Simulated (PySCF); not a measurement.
Computed shifts of a molecule C₆H₄N₂, PBE/pcSseg-1 (PySCF), GIAO, gas phase, equivalent atoms averaged, in ppm (number of nuclei): ¹⁵N: 369.1 (1), 337.6 (1). ¹³C: 162.4 (1), 159.2 (1), 146.7 (1), 130.4 (1), 125.7 (1), 117.3 (1). ¹H: 9.41 (1), 9.31 (1), 8.21 (1), 7.70 (1). References: ¹⁵N against NH3 (σ = 267.0 ppm); ¹³C against TMS (σ = 182.0 ppm); ¹H against TMS (σ = 31.49 ppm), references at their B3LYP-D3(BJ)/def2-TZVP geometries, non-relativistic. Geometry: PBE-D3(BJ)/def2-SVP. Other conformers were not sampled.

Q: Identify the compound among the candidates.
A) C#Cc1ccncn1
B) N#Cc1cccnc1
C) C#Cc1ncccn1
D) C#Cc1cnccn1

A: B, N#Cc1cccnc1
